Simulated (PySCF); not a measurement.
## Ionisation energy of Cs²⁸⁺ by level of theory

Cs²⁸⁺ [Ar] 3d9 [3d3/2^4 3d5/2^5, M_J = 5/2] → Cs²⁹⁺ [Ar] 3d8 [3d3/2^4 3d5/2^4, M_J = 4], as a difference of total energies. Computed with PySCF 2.14 in an even-tempered Gaussian basis (16 s from 4.3 bohr⁻², ratio 2.8; 12 p from 5.6 bohr⁻², ratio 2.8; 8 d from 5.6 bohr⁻², ratio 2.8; 3 f from 23 bohr⁻², ratio 3), with the two-component X2C-1e Hamiltonian. Correlated levels: [Ne] frozen; the 74 highest virtual spinors dropped. "Screened" scales the spin-orbit matrix elements by Boettger's factors to mimic the two-electron term; Breit and QED terms are absent.

```
                    method  ionisation energy (eV)
           GHF (spin-free)                  1677.6
          GMP2 (spin-free)                  1679.0
 GHF (screened spin-orbit)                  1672.6
GMP2 (screened spin-orbit)                  1674.0
```

Breit and QED terms and the two-electron picture change are absent.

The spin-free rows relax to the high-spin LS determinant and lack the spin-orbit shift.

The labels give the starting determinants; with spin-orbit coupling the two ends relaxed to ⟨J²⟩ = 8.75, ⟨L²⟩ = 6.02, ⟨S²⟩ = 0.77 and ⟨J²⟩ = 20.00, ⟨L²⟩ = 12.55, ⟨S²⟩ = 1.88.

For comparison: 1672 ± 4 eV (theoretical estimate listed by NIST; NIST Atomic Spectra Database, ionization energies).
